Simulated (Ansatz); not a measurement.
Cost and result up the ladder for InBr₃ (4 atoms). Charge 0, multiplicity 1. Geometry: PBE0-D4/def2-SVP.

```xyz
4

In    0.000    0.000    0.000
Br   -0.808    2.245    0.588
Br    2.181   -0.777    0.825
Br   -1.373   -1.469   -1.413
```

Ansatz on 2 threads of Arm Neoverse V2 on a shared host. Times are rough, and most runs start from the orbitals of an earlier one. PBE0-D4/def2-TZVPD serves as the yardstick here, not as an exact answer. Differences are given only for rows in sets of like size (and for xTB, whose basis is part of the method), since another set adds its own error. Binding counts from free atoms at the same level (In doublet, Br doublet; other spins of the atoms weren't run), without zero-point energy or a counterpoise term.

In the def2 sets In takes a core potential; there is no spin–orbit coupling. LC-ωPBE has ω = 0.4 bohr⁻¹. Correlated methods freeze 31 core orbitals; core or outer-core shells of In, Br are correlated, in sets that lack core-valence functions. The rows differ in basis, and correlated rows in double-zeta sets carry the largest basis error.

Correlated methods converge slowly with the basis, most of all in double-zeta sets.

| level | functions | binding energy per atom (eV) | difference from PBE0-D4/def2-TZVPD (eV) |
| --- | --- | --- | --- |
| r2SCAN-D4/def2-TZVP | 194 | 2.35 | 0.05 |
| HF/def2-TZVP | 194 | 1.67 | -0.63 |
| PBE-D4/def2-TZVP (with forces) | 194 | 2.32 | 0.02 |
| PBE-D4/def2-SVP | 122 | 2.31 | – |
| CCSD(T)/def2-SVP | 122 | 2.12 | – |
| MP2/def2-TZVP | 194 | 2.34 | 0.04 |
| PBE-QIDH/def2-TZVP | 194 | 2.33 | 0.03 |
| PBE0-D4/def2-TZVP | 194 | 2.31 | 0.00 |
| B97M-V/def2-TZVP | 194 | 2.29 | -0.01 |
| PBE-D4/def2-TZVPD | 227 | 2.32 | 0.01 |
| LC-ωPBE/def2-TZVP | 194 | 2.23 | -0.07 |
| r2SCAN-D4/def2-TZVPD | 227 | 2.35 | 0.05 |
| PBE0-D4/def2-TZVPD | 227 | 2.30 | 0.00 |
| revPBE-D4/def2-TZVP | 194 | 2.21 | -0.09 |

(1) Estimate how long each takes.

Results:

(1) PBE-D4/def2-SVP 1.8 s; revPBE-D4/def2-TZVP 3.6 s; PBE-D4/def2-TZVP (with forces) 3.9 s; LC-ωPBE/def2-TZVP 4.5 s; HF/def2-TZVP 4.6 s; PBE-D4/def2-TZVPD 6 s; PBE0-D4/def2-TZVP 7 s; MP2/def2-TZVP 7 s; r2SCAN-D4/def2-TZVP 7.5 s; CCSD(T)/def2-SVP 10 s; r2SCAN-D4/def2-TZVPD 11 s; PBE0-D4/def2-TZVPD 11 s; PBE-QIDH/def2-TZVP 11 s; B97M-V/def2-TZVP 15 s. On shared hardware such times vary by a factor of up to 3.
